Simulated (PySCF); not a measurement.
ZrClF3 (singlet state).
SMILES: `[F][Zr]([F])([F])[Cl]`

Computed, not measured: PySCF 2.14.0, PBE0-D3(BJ)/def2-SVP geometry optimisation, gas phase, def2 core potentials past Kr.

Take the most abundant isotopes and a rigid rotor. 

Task: What are A, B and C (GHz)?

Result: Ia = 179.44, Ib = 294.33, Ic = 294.96 u·Å²; 505379 MHz·u·Å²/I gives 2816, 1717 and 1713 MHz, that is A = 2.8165, B = 1.7171, C = 1.7134 GHz.

Task: What kind of rotor is it?

Result: A prolate symmetric top, as the point group C3v requires two equal moments; the computed ones differ by 0.21 % because the geometry is symmetric only within the optimiser's tolerance; Ray's κ = -0.993.

Task: Where do the R-branch lines fall?

Result: The dipole of 0.18 D lies along the symmetry axis, so ΔK = 0 and J+1 ← J falls at 2B(J+1) for every K: 3.43 GHz, 6.86 GHz, 10.29 GHz, 13.72 GHz, 17.15 GHz for J = 0 to 4.

Task: Estimate the classical rotational partition function at 10 K, 25 K and 500 K.

Result: Point group C3v, symmetry number σ = 3; q = (√π/σ)·√((kT/h)³/(ABC)), k/h = 20836.6 MHz/K: 617 at 10 K, 2440 at 25 K, 218000 at 500 K.

Stationary, but not proved a minimum. Zero-point vibration and centrifugal distortion are left out.
